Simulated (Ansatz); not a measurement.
```yaml
crystal:
  periodic: [false, false, false]
  atoms:
    - {symbol: B, position_ang: [-0.599918, 0.431394, 0.371206]}
    - {symbol: B, position_ang: [0.690681, -0.402683, -0.348780]}
    - {symbol: As, position_ang: [-1.268860, 0.603412, -1.323321]}
    - {symbol: As, position_ang: [1.271096, -0.466689, 1.327267]}
basis:
  gaussian: {orbitals: aug-cc-pVDZ}
hamiltonian: {xc: {name: wB97M-V}}
scf: {omitted_lower_state_checks: [starts]}
output: {forces: true}
```

```sh
$ ansatz run in.yaml --threads 2 --pin off --events-out ev --progress --plain --max-ram 4352MiB
```

It prints (some lines left out):

```
Functional definition: wB97M-V
1318 factors; integrals over basis functions are off by at most 3.4e-4 eV
513 factors; integrals over basis functions are off by at most 3.3e-6 eV
mean field evaluation 1: about -123021.6561 eV, gradient 1.7e1 eV
mean field evaluation 2: about -123022.1912 eV, gradient 1.3e1 eV
mean field evaluation 4: about -123022.8300 eV, gradient 9.4e-1 eV
mean field evaluation 8: about -123022.8385 eV, gradient 6.7e-2 eV
mean field evaluation 16: about -123022.8386 eV, gradient 6.0e-4 eV
mean field -123022.83856286 eV, -4521.0059293103 hartree, gradient 3.4e-5 eV, S^2 0.000000; 0 other end points of the search recorded, 0 dependent functions left out
reference -123022.83863764 eV, -4521.0059320582 hartree; 38, 38 occupied and 80, 80 virtual orbitals, 1318 factors
Total energy: -123022.83863764 eV, -4521.0059320582 hartree
Atom 0 at    -0.599918     0.431394     0.371206 Å, force     1.008047    -0.601613    -0.554168 eV/Å
Atom 1 at     0.690681    -0.402683    -0.348780 Å, force    -1.761052     0.868906    -1.085459 eV/Å
Atom 2 at    -1.268860     0.603412    -1.323321 Å, force     0.439419    -0.252570     0.332189 eV/Å
Atom 3 at     1.271096    -0.466689     1.327267 Å, force     0.313586    -0.014723     1.307439 eV/Å
Dipole moment:     0.045802    -0.017664     0.015598 e Å
Checks for a lower state left out: starts
```

Hardware: 2 threads of Intel Xeon Platinum 8259CL on a shared host. Wall time 21 s.

The restricted singlet is unstable towards broken spin symmetry at other levels; at RKS ωB97M-V/aug-cc-pVDZ this wasn't settled.
